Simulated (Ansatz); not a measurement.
Ansatz (a first-principles code) job for CH5ClO2Si, SMILES CO[SiH](O)Cl, PBE/def2-SVPD. Geometry: B3LYP-D3(BJ)/def2-SVP. This is a generated structure with no PubChem entry under its InChIKey; it may be hypothetical. Other conformers were not sampled.

Ansatz 0.2 input:
```yaml
crystal:
  periodic: [false, false, false]
  atoms:
    - {symbol: Si, position_ang: [0.56440701, -0.23753774, -0.32181961]}
    - {symbol: O, position_ang: [1.77180203, -0.93282617, 0.54954442]}
    - {symbol: Cl, position_ang: [0.10881401, 1.66879188, 0.38785669]}
    - {symbol: O, position_ang: [-0.79516857, -1.15416441, -0.17120977]}
    - {symbol: C, position_ang: [-2.12244985, -0.81274466, -0.51185949]}
    - {symbol: H, position_ang: [1.05446075, -0.10900821, -1.70568721]}
    - {symbol: H, position_ang: [1.58106934, -1.17086586, 1.46529364]}
    - {symbol: H, position_ang: [-2.26776985, -0.80656934, -1.60705902]}
    - {symbol: H, position_ang: [-2.79881247, -1.56522229, -0.07908248]}
    - {symbol: H, position_ang: [-2.39885277, 0.18012491, -0.11707465]}
basis:
  gaussian:
    orbitals: def2-SVPD
hamiltonian:
  xc: {name: PBE}
```

Program output:

```
WARN ansatz: RAYON_NUM_THREADS=1 ignored (pool sized by the plan → 1); use --threads N
Functional definition: PBE
integrals: 0.10 GiB planned
1363 factors; their error is unknown
mean field: 0.61 GiB planned
mean field evaluation 1: about -25580.0156 eV, gradient 7.8e1 eV
mean field evaluation 2: about -25528.4194 eV, gradient 1.7e2 eV
mean field evaluation 4: about -25591.3540 eV, gradient 1.2e1 eV
mean field evaluation 8: about -25591.6651 eV, gradient 3.1e-1 eV
mean field evaluation 16: about -25591.6127 eV, gradient 2.6e-4 eV
mean field -25591.61268084 eV, -940.4744194026 hartree, gradient 4.7e-5 eV, S^2 0.000000; 0 other end points of the search recorded, 0 dependent functions left out
reference -25591.61273131 eV, -940.4744212576 hartree; 29, 29 occupied and 128, 128 virtual orbitals, 1363 factors
Total energy: -25591.61273131 eV, -940.4744212576 hartree
```

The calculation finished and met its thresholds.
